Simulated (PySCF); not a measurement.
Sn(F)2(Me)2 (C2H6F2Sn), SMILES [CH3][Sn]([CH3])([F])[F].

Geometry optimised at B3LYP-D3(BJ)/def2-SVP. The def2 effective core potentials stand for the cores of Sn; spin–orbit coupling is left out.

These are ωB97X/def2-TZVP run with PySCF values and carry that method's errors.

Gas-phase values at a fixed geometry.

```json
{
  "total_energy": "-493.99281 hartree",
  "point_group": "Cs",
  "highest_occupied_level": "-10.99 eV",
  "lowest_empty_level": "1.36 eV",
  "orbital_gap": "12.34 eV",
  "dipole_moment": "0.936 e·Å",
  "quadrupole, principal values (traceless, Buckingham form, about the centre of nuclear charge)": "-7.12, -1.69, 8.81 D·Å",
  "mean_static_polarisability": "60.0 bohr³ (8.89 Å³)",
  "polarisability_principal_values": "51.5, 54.6, 73.9 bohr³"
}
```
